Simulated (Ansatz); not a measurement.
`C[CH2][GaH][NH2]` + `O[SiH](O)O` → `CO[SiH](O)O` + `[CH3][GaH][NH2]`  (substitution at a C–C bond)

Gas-phase electronic energies from Ansatz, PBE0-D4/def2-TZVP geometries. CCSD(T)/CBS adds triple-zeta CCSD(T) − MP2 to the extrapolated MP2 energy (def2 sets, frozen cores). DFT in def2-TZVPP. B3LYP here is the variant with VWN-RPA as its local correlation; programs differ in this. For Ga outer-core shells are correlated without core-valence functions, which leaves a few kJ/mol of doubt a bond. Scalar relativity is left out up to krypton. Each species was taken in one conformer, which may not be the lowest.

```
           species  B3LYP-D4 energy (Eh)
`C[CH2][GaH][NH2]`           -2060.77763
      `O[SiH](O)O`            -517.87867
     `CO[SiH](O)O`            -557.19337
 `[CH3][GaH][NH2]`           -2021.44919
```

(1) Work out ΔE.

(2) What do rigid-rotor, harmonic-oscillator terms from PBE0-D4/def2-TZVP frequencies (298.15 K, 1 bar) make of the CCSD(T)/CBS value? (An estimate is asked.)

Largest T1 diagnostic among the species: 0.013.

Answers

(1) ΔE = (-557.19337) + (-2021.44919) − (-2060.77763) − (-517.87867) = 0.01374 Eh = +36.1 kJ/mol. CCSD(T)/CBS gives +44.9 kJ/mol.

(2) Ansatz gave: ΔZPE = -1.8 kJ/mol, ΔH = +44.5 kJ/mol, ΔS = 18 J/(mol·K), ΔG = +39.2 kJ/mol.

In def2-TZVPP, CCSD(T) changes the Hartree–Fock value by +12.8 kJ/mol (the triples alone add +0.9 kJ/mol) and MP2 by +17.9 kJ/mol. Leaving LDA and LC-ωPBE aside and taking each functional with its dispersion term where it has one, the values, not all of them listed here, spread over 8.0 kJ/mol, from BLYP-D4 to PBE-QIDH. LDA lies +3.7 kJ/mol from PBE without D4. At CCSD(T), def2-SVP lies −11.4 kJ/mol from the extrapolated value and def2-TZVPP −3.4 kJ/mol.
